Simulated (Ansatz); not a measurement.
The first iterations of a band of C$_{3}$H$_{11}$NSi (16 atoms, charge 0, multiplicity 1).

Theory: RHF/def2-SVP (Ansatz).

| Item | Value |
| --- | --- |
| movable images | 9 |
| climbing image | yes |
| spring | 5.0 eV/Å² |
| optimiser | quadratic models (default) |
| start path | IDPP |
| force threshold | 0.03 eV/Å |
| iteration limit | 60 |
| end points | relaxed |

Image 0:

```xyz
16
Properties=species:S:1:pos:R:3
C -0.128 1.913 -0.557
C 0.650 0.864 0.232
C 0.352 -0.591 -0.151
N 1.233 -1.469 0.615
Si -1.440 -1.132 0.231
H 0.194 2.918 -0.280
H 0.028 1.800 -1.632
H -1.203 1.854 -0.372
H 0.476 0.993 1.303
H 1.722 1.038 0.081
H 0.509 -0.686 -1.237
H 1.147 -2.428 0.332
H 2.198 -1.212 0.493
H -1.519 -2.612 0.136
H -2.404 -0.561 -0.743
H -1.837 -0.711 1.595
```

Image 10:

```xyz
16
Properties=species:S:1:pos:R:3
C 0.005 1.982 0.239
C 0.767 0.674 0.430
C 0.263 -0.501 -0.419
N 1.139 -1.648 -0.201
Si -1.510 -1.060 0.023
H 0.470 2.783 0.817
H -0.001 2.291 -0.809
H -1.034 1.907 0.567
H 0.755 0.382 1.483
H 1.820 0.843 0.178
H 0.259 -0.171 -1.471
H 0.908 -2.418 -0.802
H 2.099 -1.411 -0.384
H -1.672 -1.184 1.491
H -1.761 -2.382 -0.607
H -2.529 -0.110 -0.490
```

| iteration | highest image above the first end (eV) | largest band force component (eV/Å) |
| --- | --- | --- |
| 1 | 0.323 | 1.590 |
| 2 | 0.150 | 0.412 |

Task: Does the band converge within its limit, and where does its top end?

Result: The run converged. It ended after 6 iterations with the highest image 0.114 eV above the first end. A vibrational analysis at the climbing image gives one clearly imaginary mode, 148i cm⁻¹: a first-order saddle point.

Run time: 95 s on 2 threads of Intel(R) Xeon(R) 6975P-C (Granite Rapids), on a shared host, peak memory 0.31 GiB.
